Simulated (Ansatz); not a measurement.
Geometry optimisation, RKS PBE0/def2-SVP (Ansatz 0.2.0).

Input:

```yaml
crystal:
  periodic: [false, false, false]
  atoms:
    - { symbol: Ge, position_ang: [-1.4181, 0.5373, 0.8162] }
    - { symbol: C, position_ang: [0.6835, -0.1979, 0.3099] }
    - { symbol: C, position_ang: [0.7102, -0.591, -1.1617] }
    - { symbol: S, position_ang: [-0.7446, 2.5282, 1.0292] }
    - { symbol: H, position_ang: [0.2528, 1.1058, 0.5627] }
    - { symbol: H, position_ang: [-1.7757, -0.4062, 1.9774] }
    - { symbol: H, position_ang: [-2.0828, -0.0079, -0.4514] }
    - { symbol: H, position_ang: [0.5528, -1.0726, 0.9488] }
    - { symbol: H, position_ang: [1.6772, 0.181, 0.5859] }
    - { symbol: H, position_ang: [-0.1985, -1.1268, -1.4372] }
    - { symbol: H, position_ang: [1.5581, -1.2405, -1.3848] }
    - { symbol: H, position_ang: [0.785, 0.2905, -1.7949] }
basis:
  gaussian: { orbitals: def2-SVP }
hamiltonian:
  xc: pbe0
relax:
  f_tol: 0.15
  max_steps: 25
  restrain:
    - { distance: [4, 1], at: 1.07, k: 30.0 }
    - { distance: [0, 1], at: 3.26, k: 30.0 }
    - { distance: [4, 3], at: 2.66, k: 30.0 }
```

Launched with:

```bash
$ ansatz run input.yaml --threads 2 --pin off --max-ram 3072MiB --backend cpu --events-out ev --progress --plain --runs-dir out
```

Task: Where does it end, and by what steps?

Result: It converged. The restraints hold the end off the free minimum. After 10 steps the energy has fallen by 1.498 eV (the restraints' own energy left out); H12 moved furthest, 0.80 Å. Parted: Ge1–C2, Ge1–H5. Joined: C2–H5.

```csv
step,energy less start (eV),largest force component (eV/Å),accepted
0,0.0000,0.775,yes
1,-0.2024,2.919,yes
2,-0.5003,3.987,yes
3,-0.8615,1.664,yes
4,-1.3318,0.667,yes
5,-1.4579,0.354,yes
6,-1.4744,0.518,yes
7,-1.4844,0.472,yes
8,-1.4914,0.503,yes
9,-1.4953,0.532,yes
10,-1.4978,0.528,yes
```

```xyz
12
Properties=species:S:1:pos:R:3
Ge -1.997 0.628 1.140
C 1.022 -0.113 0.153
C 0.953 -0.572 -1.295
S -1.296 2.529 1.129
H 0.636 0.894 0.285
H -2.214 -0.226 2.405
H -2.405 -0.153 -0.128
H 0.442 -0.782 0.817
H 2.055 -0.133 0.539
H -0.082 -0.568 -1.676
H 1.345 -1.595 -1.418
H 1.542 0.090 -1.952
```

Run time: 36 s on 2 threads of Arm Neoverse V2, with other jobs on the host, peak memory 0.3 GiB.
